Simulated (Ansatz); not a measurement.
OSn, charge -1, doublet (typed; the unrestricted solution is spin-contaminated), geometry from GFN2-xTB (such geometries of metal compounds can be far from the true shape) (a state made from the parent by changing its charge; the spin is typed, not shown lowest) (all electrons, no relativity) (a gas-phase anion, which may not be bound at this level); CAM-B3LYP/3-21G in Ansatz (a first-principles code).

Input for Ansatz:
Ansatz 0.2 input:
```yaml
crystal:
  periodic: [false, false, false]
  atoms:
    - {symbol: Sn, position_ang: [-0.00000000, -0.00000000, -0.26680008]}
    - {symbol: O, position_ang: [0.00000000, 0.00000000, 1.66750052]}
basis:
  gaussian:
    orbitals: 3-21G.json
    occupation: {up: {"A1": 16, "A2": 1, "B1": 7, "B2": 6}, down: {"A1": 15, "A2": 2, "B1": 6, "B2": 6}}
hamiltonian:
  xc: cam_b3lyp
total_charge: -1
magnetization: {spin_polarized: true, initial_magnetization: 1}
```
The basis file holds 3-21G in the JSON format of the Basis Set Exchange.

It wrote (shortened):

```
Functional definition: CAM-B3LYP
495 factors; integrals over basis functions are off by at most 1.5e-4 eV
96 factors; integrals over basis functions are off by at most 4.6e-6 eV
mean field evaluation 1: about -165253.4323 eV, gradient 3.0e1 eV
mean field evaluation 2: about -165257.7197 eV, gradient 3.6e0 eV
mean field evaluation 4: about -165257.9478 eV, gradient 1.4e-1 eV
mean field evaluation 8: about -165257.9543 eV, gradient 5.3e-6 eV
mean field -165257.95431162 eV, -6073.1178050875 hartree, gradient 2.3e-6 eV, S^2 2.056644; 0 other end points of the search recorded, 0 dependent functions left out
reference -165257.95439122 eV, -6073.1178080126 hartree; 30, 29 occupied and 12, 13 virtual orbitals, 495 factors
Total energy: -165257.95439122 eV, -6073.1178080126 hartree
```
